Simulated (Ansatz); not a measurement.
`F[SiH](F)O[SiH2]S`. Charge 0, multiplicity 1. The structure was optimised at the PBE0-D4/def2-TZVP level. It is one conformer, not always the lowest.

```xyz
10

F     1.824    2.018    0.456
Si    1.632    0.783   -0.513
F     2.837   -0.204   -0.240
O     0.248    0.052   -0.187
Si   -0.896   -0.815    0.599
S    -2.662   -1.006   -0.560
H     1.682    1.243   -1.901
H    -0.407   -2.196    0.803
H    -1.189   -0.128    1.876
H    -3.071    0.254   -0.334
```

Problem. What is the dipole moment at PBE/def2-TZVPP? (An estimate is asked.)

Solution. The calculation gave: 1.16 D, with components (-1.10, 0.33, -0.22) D in this frame, pointing from negative to positive charge.

Problem. And with r2SCAN, B3LYP, ωB97M-V? (An estimate is asked.)

Solution. Computed: r2SCAN 1.15 D, B3LYP 1.17 D, ωB97M-V 1.14 D.

Problem. Give the Mulliken charges with PBE, r2SCAN, ωB97M-V in def2-TZVPP. (An estimate is asked.)

Solution. Ansatz gave: 
```csv
atom,PBE,r2SCAN,ωB97M-V
F1,-0.27,-0.31,-0.30
Si2,0.68,0.82,0.75
F3,-0.27,-0.31,-0.30
O4,-0.23,-0.35,-0.32
Si5,0.36,0.48,0.35
S6,-0.23,-0.25,-0.23
H7,-0.08,-0.08,-0.04
H8,-0.05,-0.06,-0.01
H9,-0.05,-0.06,-0.02
H10,0.12,0.11,0.12
```

B3LYP here is the variant with VWN-RPA as its local correlation; programs differ in this.
